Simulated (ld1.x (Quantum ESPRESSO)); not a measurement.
## Varying the ultrasoft potential for Sb (Z = 51)

Base potential:

ld1.x (Quantum ESPRESSO) 7.5 input, shortened:

```
&input
   title='Sb', zed=51., rel=1, dft='PBE', iswitch=3,
   config='[Kr] 4d10 5s2 5p0'
 /
 &inputp
   pseudotype=3, tm=.true., lloc=-1, rcloc=1.50,
   nlcc=.true., new_core_ps=.true.,
   which_augfun='PSQ', rmatch_augfun_nc=.true.
 /
6
4S  1  0   2.00   0.00  1.00  1.05  0.0
5S  2  0   2.00   0.00  1.00  1.05  0.0
4P  2  1   6.00   0.00  1.20  1.65  0.0
5P  3  1   0.00   0.00  1.20  1.65  0.0
4D  3  2  10.00   0.00  1.20  1.30  0.0
4D  3  2   0.00  -2.10  1.20  1.30  0.0
 &test
   configts(1)='4s2 4p6 4d10 5s2 5p0'
 /
```

Cutoffs, loose and tight: the cutoffs (Ry, on a coarse ladder) from which the occupation-weighted sum of valence levels, in a spherical-Bessel basis at the reference potential, stays within 10 and 1 mRy of its value at 400 Ry. They do not see the model core or the augmentation charge, which bear on the density cutoff. Test errors are all-electron minus pseudo excitation energies from the reference, over the configurations 4s2 4p6 4d10 5s2 5p3; 4s2 4p6 4d10 5s2 5p2; 4s2 4p6 4d10 5s2 5p1; 4s2 4p6 4d10 5s0 5p5; 4s2 4p6 4d9 5s2 5p4; 4s2 4p6 4d10 5s1 5p3; 4s2 4p6 4d10 5s1 5p4. A dash means not determined; rows that change the core or the reference have their own tests.

Cutoffs are not given where the Bessel-basis levels miss the radial ones by over 6 mRy, ghosts where they miss by over 20 mRy; a channel whose overlap is not positive is not tested.

The default core radius of the base comes out at 0.51 bohr.

| change | outcome | cutoff, loose | cutoff, tight | bound ghosts | largest test error (meV) |
| --- | --- | --- | --- | --- | --- |
| base | generated | 90 Ry | 160 Ry | none | -29 |
| waves 4d (bound): rcut 1.20, rcutus 1.38 bohr; 4d channel at -2.1 Ry: rcut 1.20, rcutus 1.38 bohr | generated | 80 Ry | 140 Ry | none | -28 |
| wave 4d channel at -2.1 Ry: rcut 1.20, rcutus 1.30 bohr becomes 4d channel at -2.02 Ry: rcut 1.20, rcutus 1.30 bohr | generated | 90 Ry | 160 Ry | none | -29 |
| functional PBEsol | generated | 90 Ry | 160 Ry | none | -29 |
| waves 4s (bound): rcut 1.00, rcutus 1.54 bohr; 5s (bound): rcut 1.00, rcutus 1.54 bohr | failed: chargeps: negative rho | – | – | – | – |
| local potential all-electron potential smoothed inside 1.05 bohr (lloc = -2) | generated | 90 Ry | 160 Ry | none | -48 |
| waves 4p (bound): rcut 1.20, rcutus 1.42 bohr; 5p (bound): rcut 1.20, rcutus 1.42 bohr | failed: chargeps: negative rho | – | – | – | – |

Question: What comes out with this change to the base: augmentation built from norm-conserving waves at rcut, not smoothed further?

Answer: outcome: generated, misses its reference levels by 3.97 eV; bound ghosts: not determined; largest test error (meV): -6709.

Question: What comes out with this change to the base: core correction Bessel-smoothed model core inside 1.16 bohr?

Answer: outcome: generated; cutoff, loose: 90 Ry; cutoff, tight: 160 Ry; bound ghosts: none; largest test error (meV): +17.
